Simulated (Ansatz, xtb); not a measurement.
**Two isomers of C4H11NSi2**

Structure a: `C#C[C@@H](C)[SiH2]N[SiH3]`, a singlet. Structure b: `C=C1CN([SiH2]C)[SiH2]1`, a singlet. Both are isolated molecules in the gas phase, relaxed with B3LYP-D3(BJ)/def2-SVP, each in the lowest conformer that the search found.

a (Å):

```xyz
18

C    -3.6601   -1.4849   -1.3659
C    -2.6189   -1.8066   -0.8308
C    -1.3488   -2.0951   -0.1756
C    -0.1824   -2.2412   -1.1735
N    -1.0436    0.8343    0.1986
Si   -1.0441   -0.6731    1.0680
Si    0.1287    2.1227    0.1551
H    -4.5878   -1.2353   -1.8444
H    -1.4550   -3.0242    0.4149
H    -0.0213   -1.2988   -1.7190
H    -0.3860   -3.0315   -1.9124
H     0.7498   -2.4934   -0.6447
H    -2.1124   -0.7509    2.1071
H     0.2933   -0.8256    1.7076
H    -1.8821    0.9766   -0.3655
H    -0.3588    3.3771    0.8073
H     0.4880    2.4712   -1.2530
H     1.3420    1.6486    0.8772
```

b (Å):

```
atom    x (Å)    y (Å)    z (Å)
   C   0.6800   1.7217  -2.8535
   C   0.8337   1.2263  -1.6264
   C   0.5314   1.8679  -0.2670
   C   1.5540  -0.9842   2.8855
   N   0.9476   0.7416   0.6100
  Si   0.9046   0.6956   2.3466
  Si   1.4131  -0.3145  -0.7151
   H   0.2852   2.7307  -3.0267
   H   0.9410   1.1413  -3.7439
   H   1.1219   2.7880  -0.0898
   H  -0.5383   2.1292  -0.1482
   H   1.7390   1.7924   2.9336
   H  -0.4888   0.9051   2.8551
   H   1.5515  -1.0749   3.9834
   H   0.9292  -1.7957   2.4781
   H   2.5884  -1.1353   2.5364
   H   0.6287  -1.5778  -0.8775
   H   2.8579  -0.6931  -0.7994
```

Quicker runs give these differences E(b) − E(a): GFN2-xTB −47.2 kJ/mol; HF/STO-3G −105.8 kJ/mol (at GFN2-xTB geometries); r2SCAN-D4/def2-SVP −70.4 kJ/mol (at GFN2-xTB geometries).

Question: Estimate E(b) − E(a) at the level CCSD(T)/def2-SVP + ΔMP2/def2-TZVPP.

Answer: Calculated at CCSD(T)/def2-SVP + ΔMP2/def2-TZVPP: E(b) − E(a) = −46.8 kJ/mol, so structure b lies lower.

The same difference at several levels:

```tsv
level	geometry	E(b) − E(a) (kJ/mol)	departure from the last row (kJ/mol)	job, with rough time for the two
GFN2-xTB	GFN2-xTB	−47.2	−0.4	optimisation, 0.43 s
HF/STO-3G	GFN2-xTB	−105.8	−59.0	single point, 0.5 s
r2SCAN-D4/def2-SVP	GFN2-xTB	−70.4	−23.6	single point, 5.3 s
B3LYP-D3(BJ)/def2-SVP	B3LYP-D3(BJ)/def2-SVP	−58.1	−11.3	optimisation, 1.9 min
HF/def2-SVP	B3LYP-D3(BJ)/def2-SVP	−44.5	+2.3	part of the CCSD(T) run
MP2/def2-SVP	B3LYP-D3(BJ)/def2-SVP	−36.9	+9.9	part of the CCSD(T) run
CCSD(T)/def2-SVP	B3LYP-D3(BJ)/def2-SVP	−46.3	+0.5	single point
CCSD(T)/def2-SVP + ΔMP2/def2-TZVPP	B3LYP-D3(BJ)/def2-SVP	−46.8		single point, 1.9 min
```

As drawn, b has 1 C=C, 1 C–N, 1 C–Si, 2 C–H in place of 1 C≡C, 1 C–C, 1 Si–H, 1 N–H. Structure a has no ring, b a 4-membered ring.

None of the levels shown reverses the order. The largest departure from CCSD(T)/def2-SVP + ΔMP2/def2-TZVPP is that of HF/STO-3G, 59.0 kJ/mol. The last row adds to CCSD(T) the change of the MP2 difference between the two basis sets, here −0.5 kJ/mol.

With thermal terms from frequencies at re-optimised GFN2-xTB minima (ideal gas, soft modes damped towards free rotors, one conformer each, 298.15 K, 1 atm): on the last row, ΔE + ΔZPE = −36.7, ΔH = −40.0, ΔG = −32.5 kJ/mol.

The correlated steps freeze 15 core orbitals. Mirror images aren't counted in ΔG. Codes used: Ansatz 0.2.0, xtb 6.7.1; the last row on 4 threads of Arm Neoverse V1 on a shared host.
